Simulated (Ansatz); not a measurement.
C7H8, charge +1, doublet, at a GFN2-xTB geometry (a state made from the parent by changing its charge; the spin is typed, not shown lowest); PBE0/6-31G (Ansatz, a first-principles code).

Here is a job for Ansatz.
Ansatz 0.2 input:
```yaml
crystal:
  periodic: [false, false, false]
  atoms:
    - {symbol: C, position_ang: [-2.36714135, -0.08202114, 0.06102383]}
    - {symbol: C, position_ang: [-0.90987217, -0.04047144, -0.05152210]}
    - {symbol: C, position_ang: [-0.14530900, -1.22598770, 0.11487862]}
    - {symbol: C, position_ang: [1.22203814, -1.15805312, 0.21005963]}
    - {symbol: C, position_ang: [1.86717291, 0.07535323, 0.03053098]}
    - {symbol: C, position_ang: [1.13056670, 1.25881372, -0.13478812]}
    - {symbol: C, position_ang: [-0.23711338, 1.19682326, -0.23090456]}
    - {symbol: H, position_ang: [-2.79625964, 0.87139746, 0.36669162]}
    - {symbol: H, position_ang: [-2.71835841, -0.89810262, 0.69316527]}
    - {symbol: H, position_ang: [-2.76997922, -0.29345925, -0.94243784]}
    - {symbol: H, position_ang: [-0.65375911, -2.17531624, 0.20023922]}
    - {symbol: H, position_ang: [1.80336128, -2.05208795, 0.37845672]}
    - {symbol: H, position_ang: [2.94532487, 0.10371484, -0.05692621]}
    - {symbol: H, position_ang: [1.64256067, 2.20484027, -0.22732252]}
    - {symbol: H, position_ang: [-0.81494145, 2.09227255, -0.40753601]}
basis:
  gaussian:
    orbitals: 6-31G
hamiltonian:
  xc: pbe0
total_charge: 1
magnetization: {spin_polarized: true, initial_magnetization: 1}
```

Output, abridged:

```
Functional definition: PBE0
1145 factors; integrals over basis functions are off by at most 2.3e-4 eV
mean field evaluation 1: about -7362.0500 eV, gradient 3.9e1 eV
mean field evaluation 2: about -7364.0391 eV, gradient 3.4e1 eV
mean field evaluation 4: about -7370.0354 eV, gradient 3.0e0 eV
mean field evaluation 8: about -7370.4333 eV, gradient 3.2e-1 eV
mean field evaluation 16: about -7370.4340 eV, gradient 1.9e-3 eV
mean field evaluation 32: about -7370.2389 eV, gradient 9.3e-1 eV
mean field -7370.43403333 eV, -270.8584548652 hartree, gradient 3.6e-5 eV, S^2 0.764171; 2 other end points of the search recorded, 0 dependent functions left out
reference -7370.43405432 eV, -270.8584556365 hartree; 25, 24 occupied and 54, 55 virtual orbitals, 1145 factors
Total energy: -7370.43405432 eV, -270.8584556365 hartree
```
